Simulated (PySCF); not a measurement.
Identify the unknown among the candidates.

All candidates are C8H8O2S.

| technique | computed result |
| --- | --- |
| Dipole | 5.40 D [PBE0/pcSseg-1] |
| 1H NMR | chemical shifts (computed TMS as zero) by class: 8.03 (1 H), 7.80 (1 H), 7.76 (1 H), 7.62 (1 H), 3.28 (2 H), 3.17 (2 H) ppm [GIAO PBE0/pcSseg-1] |
| 13C NMR | chemical shifts (computed TMS as zero) by class: 148.6 (1 C), 143.5 (1 C), 137.9 (1 C), 133.7 (1 C), 133.0 (1 C), 127.2 (1 C), 59.2 (1 C), 28.6 (1 C) ppm [GIAO PBE0/pcSseg-1] |
| NMR, other nuclei | isotropic shieldings of nuclei other than C and H, by class: 100 (2 O), 171 (1 S) ppm [GIAO PBE0/pcSseg-1] |
| Rotational structure | rotational constants A, B, C: 1.935, 0.859, 0.678 GHz [GFN2-xTB] |

Gas-phase values; electronic properties from PySCF, density fitting. Levels stand in brackets. One conformer (not necessarily the lowest) at the GFN2-xTB geometry, without solvent, vibrations or thermal averaging. NMR values are class means; diastereotopic atoms form classes of their own.

**Question.** Which candidate is it?
A. `CSc1cc2oc(C)cc2o1`
B. `O=S1(=O)CCc2ccccc21`
C. `C=CS(=O)(=O)c1ccccc1`
D. `O=[S@@]1C=C[C@@H](c2ccco2)C1`

**Answer.** B. It is `O=S1(=O)CCc2ccccc21`. Numbering: `[O:1]=[S:2]1(=[O:3])[CH2:4][CH2:5][c:6]2[cH:7][cH:8][cH:9][cH:10][c:11]21`. 8 carbons fall into 8 classes; from least to most shielded: substituted aromatic carbon [C11] (148.6 ppm), substituted aromatic carbon [C6] (143.5 ppm), aromatic CH carbon [C8] (137.9 ppm), aromatic CH carbon [C9] (133.7 ppm), aromatic CH carbon [C7] (133.0 ppm), aromatic CH carbon [C10] (127.2 ppm), ring sp3 carbon bound to sulfur [C4] (59.2 ppm), benzylic-type carbon [C5] (28.6 ppm). Hydrogen classes from least to most shielded: 1 H on an aromatic CH carbon, C10 (8.03 ppm), 1 H on an aromatic CH carbon, C8 (7.80 ppm), 1 H on an aromatic CH carbon, C9 (7.76 ppm), 1 H on an aromatic CH carbon, C7 (7.62 ppm), 2 H on a benzylic-type carbon, C5 (3.28 ppm), 2 H on an sp3 carbon bound to sulfur, C4 (3.17 ppm). The other shieldings belong to: 100 ppm, sulfonyl oxygen [O1/O3]; 171 ppm, sulfonyl sulfur [S2]. The optimised geometry has point group C1 and is an asymmetric top.

The others, at the same levels:
- `O=[S@@]1C=C[C@@H](c2ccco2)C1` fails: its computed 13C shifts are 163.9 (1 C), 149.7 (1 C), 146.0 (1 C), 144.8 (1 C), 119.1 (1 C), 114.7 (1 C), 73.6 (1 C), 49.4 (1 C) ppm, 1H shifts are 7.29 (1 H), 6.74 (1 H), 6.71 (1 H), 6.65 (1 H), 6.20 (1 H), 4.51 (1 H), 3.70 (1 H), 3.09 (1 H) ppm and rotational constant A is 2.674 GHz (against 1.935 GHz).
- `CSc1cc2oc(C)cc2o1` fails: its computed 13C shifts are 156.9 (1 C), 155.4 (1 C), 155.4 (1 C), 154.1 (1 C), 100.7 (1 C), 97.8 (1 C), 17.6 (1 C), 17.5 (1 C) ppm, 1H shifts are 6.35 (1 H), 6.25 (1 H), 2.64 (3 H), 2.50 (3 H) ppm and rotational constant A is 3.696 GHz (against 1.935 GHz).
- `C=CS(=O)(=O)c1ccccc1` fails: it has 6 carbon classes against 8; its computed 13C shifts are 152.7 (1 C), 150.1 (1 C), 138.7 (1 C), 134.5 (2 C), 133.5 (2 C), 131.9 (1 C) ppm, 1H shifts are 8.12 (2 H), 7.85 (1 H), 7.83 (2 H), 6.66 (1 H), 6.45 (1 H), 6.23 (1 H) ppm and smallest rotational constant is 0.634 GHz (against 0.678 GHz).

Each candidate is one conformer, not necessarily the lowest. The conformers computed, where there is a choice (atom-mapped SMILES and torsion angles):
- `[O:1]=[S@@:2]1[CH:3]=[CH:4][C@@H:5]([c:6]2[cH:7][cH:8][cH:9][o:10]2)[CH2:11]1`: C4–C5–C6–C7 68°
- `[CH3:1][S:2][c:3]1[cH:4][c:5]2[o:6][c:7]([CH3:8])[cH:9][c:10]2[o:11]1`: C1–S2–C3–C4 180°
- `[CH2:1]=[CH:2][S:3](=[O:4])(=[O:5])[c:6]1[cH:7][cH:8][cH:9][cH:10][cH:11]1`: C1–C2–S3–O4 4°, C2–S3–C6–C7 89°

The conformers of `O=S1(=O)CCc2ccccc21` aren't listed.
